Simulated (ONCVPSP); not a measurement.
**Transferability test, ONCV potential for Be**

```
Element                 : Be (Z = 4)
Generator               : ONCVPSP 4.0.1
Type                    : optimised norm-conserving Vanderbilt (ONCV)
Functional              : PBE
Relativity              : scalar-relativistic
Frozen core             : none
Valence charge          : 4
Reference configuration : 1s2 2s2
Partial waves           : 1s+2s: rc 0.75 bohr, ncon 3, nbas 6, qcut 16.2 1/bohr, 2 projectors; p scattering state at 0.1 Ha: rc 0.70 bohr, ncon 5, nbas 10, qcut 13 1/bohr, 2 projectors, debl 4 Ha; d scattering state at 0.4 Ha: rc 0.65 bohr, ncon 4, nbas 9, qcut 14.3 1/bohr, local
Local potential         : the d channel
Core correction         : none
```

Energies are relative to the spin-unpolarised reference configuration 1s2 2s2; without spin polarisation the order of configurations can differ from experiment.

```json
{"valence configuration": "1s2 2s1", "charge": "+1", "ΔE all-electron (eV)": "9.551", "error AE − PS (meV)": "+0.5"}
{"valence configuration": "1s2 2s0", "charge": "+2", "ΔE all-electron (eV)": "27.498", "error AE − PS (meV)": "+3.5"}
{"valence configuration": "1s2 2s1 2p1", "charge": "0", "ΔE all-electron (eV)": "3.612", "error AE − PS (meV)": "+0.8"}
```

(1) What are ΔE and the potential's error for 1s2 2s1.5?

## Answers

(1) ΔE = 3.761 eV all-electron; the error (AE − PS) is +0.1 meV.
